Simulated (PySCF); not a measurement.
**`CC(=O)P(C)(C)=S`, C$_{4}$H$_{9}$OPS**

Geometry:
```csv
atom,x (Å),y (Å),z (Å)
C1,2.282,-0.021,-0.216
C2,1.006,-0.748,-0.483
O3,0.862,-1.696,-1.203
P4,-0.444,-0.172,0.571
C5,-1.862,-1.062,-0.169
C6,-0.722,1.598,0.143
S7,-0.125,-0.513,2.458
H8,2.264,0.926,-0.757
H9,2.352,0.195,0.850
H10,3.140,-0.603,-0.546
H11,-2.759,-0.809,0.397
H12,-1.983,-0.796,-1.217
H13,-1.671,-2.131,-0.080
H14,-0.804,1.737,-0.932
H15,0.100,2.191,0.542
H16,-1.644,1.911,0.632
```

Computed with GIAO PBE0/pcSseg-1 magnetisability, rotational g tensor and spin-rotation constants, non-relativistic, gas phase in PySCF. Geometry: GFN2-xTB.

(1) Give the nuclear spin-rotation constants along the inertial axes (H = +C I·J) beside the isotropic shieldings.

(2) How do the rotational constants and the g tensor change when H8, H9, H10, H11, H12, H13, H14, H15, H16 are replaced by deuterium?

## Answers

(1) Rotational constants 2.0583, 1.4673, 1.3048 GHz. A star marks the isotopologue with that one atom substituted, in its own axes.
```tsv
atom	isotope	Caa (kHz)	Cbb (kHz)	Ccc (kHz)	mean (kHz)	σ (ppm)
P4	31P	3.304	2.249	2.316	2.623	295.9
H8	1H	-0.242	-0.153	0.028	-0.123	29.8
H9	1H	-0.081	-0.022	-0.135	-0.080	27.6
H10	1H	-0.031	-0.122	-0.125	-0.093	29.7
H11	1H	0.011	-0.133	-0.158	-0.093	30.3
H12	1H	-0.142	-0.067	-0.123	-0.111	30.4
H13	1H	-0.243	-0.148	0.030	-0.120	29.7
H14	1H	-0.108	-0.098	-0.119	-0.108	30.3
H15	1H	-0.252	-0.028	-0.082	-0.121	30.0
H16	1H	0.009	-0.157	-0.131	-0.093	29.9
C1	13C*	0.349	0.202	0.198	0.250	160.6
C2	13C*	1.091	0.629	0.481	0.734	-30.1
O3	17O*	-1.620	-0.856	-0.677	-1.051	-373.9
C5	13C*	0.321	0.190	0.197	0.236	165.7
S7	33S*	0.333	0.212	0.216	0.254	713.2
```
For the geometry as given, no vibrational averaging.

(2) Constants 1.7219, 1.3092, 1.1655 GHz; g -0.0176, -0.0123, -0.0106, against -0.0191, -0.0140, -0.0124 before.
